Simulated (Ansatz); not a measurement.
A nudged elastic band was laid between two geometries of C$_{2}$H$_{11}$NSSi$_{2}$ (17 atoms, charge 0, multiplicity 1).

Method: RKS B3LYP-D4/STO-3G in Ansatz.

* movable images: 5
* climbing image: yes
* spring: 5.0 eV/Å²
* optimiser: quadratic models (default)
* start path: IDPP
* force threshold: 0.03 eV/Å
* iteration limit: 60
* end points: relaxed

First end point:

```xyz
17
Properties=species:S:1:pos:R:3
C -0.051 -2.448 -0.410
S -1.016 -1.181 -1.307
Si -0.242 0.565 -0.292
C 1.607 0.714 -0.629
N -0.983 2.036 -0.962
Si -0.660 0.547 1.939
H 1.036 -2.346 -0.565
H -0.240 -2.438 0.676
H -0.347 -3.438 -0.789
H 2.006 1.634 -0.182
H 2.166 -0.131 -0.208
H 1.817 0.748 -1.706
H -0.814 2.106 -1.997
H -2.030 2.010 -0.876
H 0.007 1.644 2.600
H -2.077 0.657 2.200
H -0.198 -0.679 2.548
```

Last end point:

```xyz
17
Properties=species:S:1:pos:R:3
C -0.242 -2.445 -0.554
S -1.121 -1.085 -1.405
Si -0.276 0.545 -0.296
C 1.605 0.559 -0.531
N -1.054 1.985 -1.005
Si -0.750 0.515 1.923
H 0.852 -2.392 -0.678
H -0.459 -2.481 0.528
H -0.580 -3.397 -0.990
H 2.052 1.453 -0.076
H 2.074 -0.316 -0.061
H 1.880 0.552 -1.594
H -0.737 2.119 -2.000
H -0.719 2.856 -0.520
H -0.409 1.782 2.532
H -2.150 0.261 2.171
H 0.014 -0.510 2.597
```

Problem. What changes between the two ends?

Solution. No bond is made or broken. The height of N5 over the plane of its neighbours goes from 0.42 to -0.43 Å.

Problem. What energy profile does the band end with?

Solution. The run converged. The highest image is number 3 of 0 to 6, 0.111 eV above the first end and 0.063 eV above the last; the last end lies 0.048 eV above the first. A vibrational analysis at the climbing image gives one clearly imaginary mode, 325i cm⁻¹, and a faint second one (26i cm⁻¹) that may be numerical noise or a soft torsion: probably a first-order saddle point. Limits of this set-up: minimal basis.

```tsv
image	path coordinate (Å)	energy (eV)	height of N5 over the plane of its neighbours (Å)
0	0.00	0.000	0.42
1	0.38	0.002	0.41
2	0.76	0.048	0.25
3	1.14	0.111	-0.11
4	1.56	0.073	-0.39
5	1.98	0.053	-0.43
6	2.40	0.048	-0.43
```

Problem. What is the geometry of the highest image?

Solution. 
```xyz
17
Properties=species:S:1:pos:R:3
C -0.065 -2.480 -0.430
S -1.008 -1.225 -1.366
Si -0.268 0.529 -0.344
C 1.600 0.633 -0.615
N -1.015 1.911 -1.062
Si -0.751 0.518 1.877
H 1.026 -2.380 -0.558
H -0.280 -2.459 0.652
H -0.350 -3.475 -0.803
H 2.016 1.533 -0.142
H 2.119 -0.234 -0.189
H 1.846 0.674 -1.684
H -0.632 2.373 -1.901
H -1.678 2.520 -0.559
H -0.288 1.734 2.506
H -2.174 0.419 2.106
H -0.117 -0.591 2.551
```

The run took 4.4 min on 1 thread of Arm Neoverse V2, on a shared host, peak memory 0.14 GiB.
